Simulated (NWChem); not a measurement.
System: AlH₂OF; SMILES [F][AlH][OH]

Input file for NWChem:

```
start job
memory heap 200 mb stack 900 mb global 1100 mb
geometry units angstroms noautoz
  Al    -0.480331     0.047550     0.000000
  H     -2.027743    -0.187103     0.000000
  F      0.564273    -1.247578     0.000000
  O      0.130599     1.622811     0.000000
  H      1.049056     1.895383     0.000000
end
basis spherical
  Al library def2-tzvp
  H library def2-tzvp
  F library def2-tzvp
  O library def2-tzvp
end
dft
  xc xpbe96 cpbe96
  iterations 150
  mulliken
end
task dft energy
```

Excerpt of the output:

```
             Northwest Computational Chemistry Package (NWChem) 7.3.0
             --------------------------------------------------------

 CS  symmetry detected

                             Geometry "geometry" -> ""
                             -------------------------

 Output coordinates in angstroms (scale by  1.889725989 to convert to a.u.)

  No.       Tag          Charge          X              Y              Z
 ---- ---------------- ---------- -------------- -------------- --------------
    1 Al                  13.0000    -0.45273159    -0.01771056     0.00000000
    2 H                    1.0000    -2.01771848    -0.03673594     0.00000000
    3 F                    9.0000     0.40329640    -1.44451472     0.00000000
    4 O                    8.0000     0.36958798     1.45825462     0.00000000
    5 H                    1.0000     1.31685765     1.60156871     0.00000000

 Effective nuclear repulsion energy (a.u.)      99.4334569322

      Symmetry information
      --------------------

 Group name             Cs
 Group number              2
 Group order               2
 No. of unique centers     5

  pbe96 is a nonlocal functional; adding pw91lda local functional.

                                 NWChem DFT Module
                                 -----------------

 Summary of "ao basis" -> "ao basis" (spherical)
 ------------------------------------------------------------------------------
       Tag                 Description            Shells   Functions and Types
 ---------------- ------------------------------  ------  ---------------------
 Al                        def2-tzvp                13       37   5s5p2d1f
 H                         def2-tzvp                 4        6   3s1p
 F                         def2-tzvp                11       31   5s3p2d1f
 O                         def2-tzvp                11       31   5s3p2d1f

      Symmetry analysis of basis
      --------------------------

        a'         77
        a"         34

            General Information
            -------------------
          SCF calculation type: DFT
          Wavefunction type:  closed shell.
          No. of atoms     :     5
          No. of electrons :    32
           Alpha electrons :    16
            Beta electrons :    16
          Charge           :     0
          Spin multiplicity:     1
          Use of symmetry is: on ; symmetry adaption is: on
          Maximum number of iterations: 150
          AO basis - number of functions:   111
                     number of shells:    43
          Convergence on energy requested:  1.00D-06
          Convergence on density requested:  1.00D-05
          Convergence on gradient requested:  5.00D-04

              XC Information
              --------------
          PerdewBurkeErnzerhof Exchange Functional  1.000
            Perdew 1991 LDA Correlation Functional  1.000 local
           PerdewBurkeErnz. Correlation Functional  1.000 non-local

             Grid Information
             ----------------
          Grid used for XC integration:  medium
          Radial quadrature: Mura-Knowles
          Angular quadrature: Lebedev.
          Tag              B.-S. Rad. Rad. Pts. Rad. Cut. Ang. Pts.
          ---              ---------- --------- --------- ---------
          Al                  1.25       88           9.0       590
          H                   0.35       45          11.0       434
          F                   0.50       49          10.0       434
          O                   0.60       49           9.0       434
          Grid pruning is: on
          Number of quadrature shells:   276
          Spatial weights used:  Erf1

      Superposition of Atomic Density Guess
      -------------------------------------

 Sum of atomic energies:        -417.07682790

      Non-variational initial energy
      ------------------------------

 Total energy =    -417.374890
 1-e energy   =    -777.186036
 2-e energy   =     260.377688
 HOMO         =      -0.457730
 LUMO         =      -0.016754

      Symmetry analysis of molecular orbitals - initial
      -------------------------------------------------

  Numbering of irreducible representations:

     1 a'          2 a"

  Orbital symmetries:

     1 a'          2 a'          3 a'          4 a'          5 a'
     6 a'          7 a"          8 a'          9 a'         10 a'
    11 a'         12 a'         13 a"         14 a'         15 a"
    16 a'         17 a'         18 a"         19 a'         20 a'
    21 a'         22 a'         23 a"         24 a'         25 a'
    26 a"

     ---------------------------------------------
      Total Density - Mulliken Population Analysis
     ---------------------------------------------

    Atom       Charge   Shell Charges
 -----------   ------   -------------------------------------------------------
    1 Al  13    11.87   2.00  0.65  1.33  0.69  0.27  2.91  2.28  0.83  0.51  0.11  0.17  0.06  0.06
    2 H    1     1.06   0.20  0.52  0.33  0.00
    3 F    9     9.60   0.77  1.20  0.61  1.02  0.30  2.41  2.39  0.89  0.00  0.00  0.00
    4 O    8     8.93   0.79  1.18  0.59  0.95  0.23  2.06  2.24  0.87  0.00  0.01  0.00
    5 H    1     0.55   0.20  0.25  0.06  0.04

   convergence    iter        energy       DeltaE   RMS-Dens  Diis-err
 ---------------- ----- ----------------- --------- --------- ---------
 d= 0,ls=0.0,diis     1   -418.4739463089 -5.18D+02  1.19D-02  1.47D+00
 d= 0,ls=0.0,diis     2   -418.0300744800  4.44D-01  8.22D-03  6.28D+00
 d= 0,ls=0.0,diis     3   -418.5956405127 -5.66D-01  8.25D-04  5.26D-02
 d= 0,ls=0.0,diis     4   -418.5992616215 -3.62D-03  4.07D-04  6.92D-03
 d= 0,ls=0.0,diis     5   -418.5995815840 -3.20D-04  1.86D-04  3.88D-03
  Resetting Diis
 d= 0,ls=0.0,diis     6   -418.5999042413 -3.23D-04  4.15D-05  3.76D-05
 d= 0,ls=0.0,diis     7   -418.5999078689 -3.63D-06  1.99D-05  2.45D-06
 d= 0,ls=0.0,diis     8   -418.5999076916  1.77D-07  9.07D-06  5.21D-06

         Total DFT energy =     -418.599907691551
      One electron energy =     -780.194904723710
           Coulomb energy =      300.391976536496
    Exchange-Corr. energy =      -38.230436436557
 Nuclear repulsion energy =       99.433456932221

 Numeric. integr. density =       32.000003144040

                  Occupations of the irreducible representations
                  ----------------------------------------------

                     irrep           alpha         beta
                     --------     --------     --------
                     a'               13.0         13.0
                     a"                3.0          3.0

                       DFT Final Molecular Orbital Analysis
                       ------------------------------------

 Vector   14  Occ=2.000000D+00  E=-3.089822D-01  Symmetry=a'
              MO Center= -1.0D+00,  7.9D-02, -4.1D-15, r^2= 2.7D+00
   Bfn.  Coefficient  Atom+Function         Bfn.  Coefficient  Atom+Function
  ----- ------------  ---------------      ----- ------------  ---------------
     4      0.253281  1 Al s                 39      0.239465  2 H  s
    15     -0.182051  1 Al px                40      0.169952  2 H  s
    49      0.161796  3 F  px                38      0.157489  2 H  s
     3     -0.143505  1 Al s                 81     -0.137102  4 O  py
    52      0.131017  3 F  px                80      0.129945  4 O  px

 Vector   15  Occ=2.000000D+00  E=-2.960810D-01  Symmetry=a'
              MO Center=  3.3D-02,  9.3D-01,  4.3D-14, r^2= 2.3D+00
   Bfn.  Coefficient  Atom+Function         Bfn.  Coefficient  Atom+Function
  ----- ------------  ---------------      ----- ------------  ---------------
    81      0.375346  4 O  py                84      0.304664  4 O  py
    87      0.225893  4 O  py                15     -0.147707  1 Al px
    49      0.138064  3 F  px                39      0.128186  2 H  s
    50      0.121058  3 F  py                80     -0.115914  4 O  px
    52      0.108689  3 F  px                40      0.094407  2 H  s

 Vector   16  Occ=2.000000D+00  E=-2.895122D-01  Symmetry=a"
              MO Center=  3.4D-01,  1.3D+00, -5.2D-14, r^2= 9.9D-01
   Bfn.  Coefficient  Atom+Function         Bfn.  Coefficient  Atom+Function
  ----- ------------  ---------------      ----- ------------  ---------------
    82      0.444455  4 O  pz                85      0.367600  4 O  pz
    88      0.280825  4 O  pz                17      0.101468  1 Al pz
    51     -0.079853  3 F  pz                54     -0.062345  3 F  pz
    20      0.058779  1 Al pz                22      0.053221  1 Al d -1
    57     -0.049042  3 F  pz                 8     -0.032787  1 Al pz

 Vector   17  Occ=0.000000D+00  E=-4.521636D-02  Symmetry=a"
              MO Center= -7.1D-01, -2.1D-02, -2.5D-14, r^2= 4.0D+00
   Bfn.  Coefficient  Atom+Function         Bfn.  Coefficient  Atom+Function
  ----- ------------  ---------------      ----- ------------  ---------------
    20      0.691758  1 Al pz                17      0.440911  1 Al pz
    88     -0.160614  4 O  pz                82     -0.151437  4 O  pz
    51     -0.131164  3 F  pz                29      0.126635  1 Al d  1
    85     -0.120976  4 O  pz                57     -0.111804  3 F  pz
     8     -0.102194  1 Al pz                54     -0.101967  3 F  pz

 Vector   18  Occ=0.000000D+00  E=-4.143206D-02  Symmetry=a'
              MO Center= -2.1D-02,  1.9D-01, -3.0D-15, r^2= 4.5D+00
   Bfn.  Coefficient  Atom+Function         Bfn.  Coefficient  Atom+Function
  ----- ------------  ---------------      ----- ------------  ---------------
     5      1.054786  1 Al s                 79     -0.507187  4 O  s
    40     -0.412019  2 H  s                108      0.331841  5 H  s
     4      0.268346  1 Al s                 48     -0.217691  3 F  s
    18      0.193144  1 Al px                 3     -0.180752  1 Al s
    39     -0.161877  2 H  s                 77     -0.119861  4 O  s

[...]
```

Level: PBE/def2-TZVP. Structure relaxed at the PBE0/def2-SVP level.
